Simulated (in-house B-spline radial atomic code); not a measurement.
A fraction x of an electron is removed from 3p in Cl⁺, starting from [Ne] 3s2 3p4 and keeping the highest spin. Level of theory: scalar-relativistic (X2C) PBE, spin-polarised, spherical fractional occupations, Fermi nucleus of rms radius 3.3654 fm; calculated with a B-spline radial code for spherical atoms.

| x | E(x) - E(0) (eV) | 3p down level (eV) |
| --- | --- | --- |
| 0 | 0.0000 | -18.183 |
| 0.16 | 3.0459 | -19.895 |
| 0.31 | 6.1519 | -21.520 |
| 0.43 | 8.8129 | -22.832 |
| 0.5 | 10.4381 | -23.602 |
| 0.62 | 13.3497 | -24.928 |
| 0.66 | 14.3557 | -25.371 |
| 0.76 | 16.9484 | -26.484 |
| 0.93 | 21.6120 | -28.383 |
| 1 | 23.6263 | - |

The exact functional would give a straight line between the two integer points. Deviations E(x) - E(0) - x[E(1) - E(0)], in eV: -0.734 at x = 0.16, -1.172 at x = 0.31, -1.346 at x = 0.43, -1.375 at x = 0.5, -1.299 at x = 0.62, -1.238 at x = 0.66, -1.008 at x = 0.76, -0.36 at x = 0.93.

The curve lies below the straight line by up to 1.375 eV (at x = 0.5): convex, the delocalisation error that favours fractional charges.

Task: How well does Slater's transition state (minus the level at half occupation) give the ionisation energy?

Result: It gives 23.602 eV against 23.626 eV from the two total energies; NIST lists 23.81 eV, ground level to ground level.
